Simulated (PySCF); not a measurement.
Si(H)(F)(Cl)(OMe) (CH4ClFOSi), SMILES CO[SiH](F)Cl.

The structure is a stationary point at PBE-D3(BJ)/def2-SVP. Other conformers were not sampled.

All values below come from PBE-D3(BJ)/def2-SVP (PySCF).

Frequencies are harmonic and unscaled.

Computed vibrational spectrum:
```csv
mode,ν (cm⁻¹),IR (km/mol),moving atoms (share of kinetic energy)
1,44,3.2,"O 28 %, H 25 %, C 24 %, F 14 %"
2,86,0.2,H 93 %
3,132,2.1,"C 26 %, H 20 %, Cl 15 %, Si 15 %, O 14 %, F 9 %"
4,211,7.0,"F 41 %, Cl 22 %, O 14 %, C 11 %, Si 8 %"
5,286,3.8,"Cl 29 %, O 28 %, F 14 %, C 12 %, H 10 %"
6,344,32.1,"Si 33 %, O 31 %, F 29 %"
7,563,70.0,"Si 45 %, Cl 38 %, H 10 %"
8,749,30.9,"H 40 %, O 30 %, Si 15 %, C 10 %"
9,804,51.0,"H 78 %, F 11 %"
10,817,207.8,"H 52 %, Si 29 %, F 12 %"
11,913,188.3,"Si 46 %, F 34 %, H 15 %"
12,1113,197.8,"O 35 %, H 32 %, C 31 %"
13,1132,2.7,"H 76 %, C 19 %"
14,1172,143.2,"H 46 %, O 29 %, C 24 %"
15,1420,7.5,H 96 %
16,1424,0.9,H 89 %
17,1426,8.7,H 96 %
18,2231,95.8,H 97 %
19,2933,60.1,H 97 %
20,3013,30.2,"H 90 %, C 10 %"
21,3060,17.8,"H 91 %, C 9 %"
```
